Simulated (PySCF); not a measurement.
# Excitation energy of Ne⁺ by level of theory

Ne⁺ [He] 2s2 2p5 (2P) → Ne⁺ [He] 2s1 2p5 3d1 (high-spin determinant), as a difference of total energies. Computed with PySCF 2.14 in aug-cc-pCVTZ-DK with one added diffuse shell each of s, p, d, f type (8s7p5d3f, 75 functions), with the spin-free X2C one-electron Hamiltonian (Gaussian nucleus). Correlated levels: valence: 1s2 frozen; valence and next inner shell: nothing frozen. The calculations carry no spin-orbit coupling.

```tsv
method	excitation energy (eV)
UHF	61.233
LDA	58.611
PBE	58.397
PBE0	59.419
r2SCAN	59.823
r2SCANh	60.044
TPSS	59.056
wB97X-V	59.875
HSE06	59.382
MP2 (valence)	61.552
SCS-MP2 (valence)	61.473
MP2 (valence and next inner shell)	61.506
SCS-MP2 (valence and next inner shell)	61.446
```

Task: How much does correlation contribute at MP2 (valence and next inner shell)?

Result: 61.506 − (61.233) = 0.273 eV, measured against UHF.

The upper state lies above the first ionisation limit, where it may autoionise and the basis confines it. A Rydberg-like electron needs more diffuse functions than a valence basis has.

The promoted electron is Rydberg-like, and one or two diffuse shells describe it only roughly, which tends to raise the upper state.

The determinant of the upper state mixes LS terms, which raises its energy above the lowest term, most at the Hartree-Fock and MP2 levels.
